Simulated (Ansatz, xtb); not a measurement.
Breaking a bond: SiLi (anion, charge -1), lowest singlet found (which spin is the ground state isn't settled by this scan).

- RCCSD = CCSD on RHF/aug-cc-pVDZ, frozen core (Ansatz, a program for electronic structure)
- RKS-PBE = restricted PBE/aug-cc-pVDZ (Ansatz)
- GFN1-xTB (xtb)

Energies are in kJ/mol, each relative to the lowest point of its own curve between 2.07 and 3.20 Å, where full CI is lowest.

| R / Å | RCCSD | RKS-PBE | GFN1-xTB |
|---|---|---|---|
| 1.73 | 208.3 | 199.6 | 229.6 |
| 1.86 | 149.4 | 140.5 | 97.2 |
| 1.97 | 92.8 | 85.4 | 39.5 |
| 2.07 | 56.7 | 50.8 | 13.0 |
| 2.16 | 34.0 | 29.3 | 2.4 |
| 2.26 | 17.1 | 13.6 | 0.0 |
| 2.35 | 7.7 | ? | 3.2 |
| 2.41 | 3.8 | ? | 7.1 |
| 2.47 | ? | 0.3 | 12.1 |
| 2.56 | 0.0 | 0.0 | 21.1 |
| 2.72 | 2.3 | 4.5 | 39.5 |
| 2.83 | 6.2 | ? | 53.3 |
| 2.99 | 13.8 | 20.1 | 73.5 |
| 3.20 | 25.7 | ? | 99.7 |
| 3.48 | 42.7 | ? | 133.3 |
| 3.80 | 61.5 | 75.5 | 169.1 |
| 4.25 | 84.6 | 98.9 | 215.2 |
| 4.70 | 103.3 | 116.0 | 256.5 |
| 5.28 | 121.5 | 130.4 | 302.8 |
| 6.02 | 137.3 | 140.5 | 352.0 |
| 6.92 | — | 145.3 | 400.0 |
| 8.09 | — | 145.8 | 448.4 |

Complete the blanks.


- 2.35, RKS-PBE: 5.2
- 2.41, RKS-PBE: 2.0
- 2.47, RCCSD: 1.4
- 2.83, RKS-PBE: 10.0
- 3.20, RKS-PBE: 34.9
- 3.48, RKS-PBE: 54.8

Dashes: no converged value, or the column stops at the first point that the program doubted or that broke a chosen test of continuity, which isn't proof of a fault.

The T1 diagnostic of CCSD on the restricted reference of RCCSD exceeds 0.045 at 1.86 to 2.47, 2.99 to 8.09 Å. Where the anion isn't bound against loss of the electron, the finite basis alone holds it. The restricted form behind RKS-PBE keeps the bonding electrons paired and can't separate into open-shell fragments.
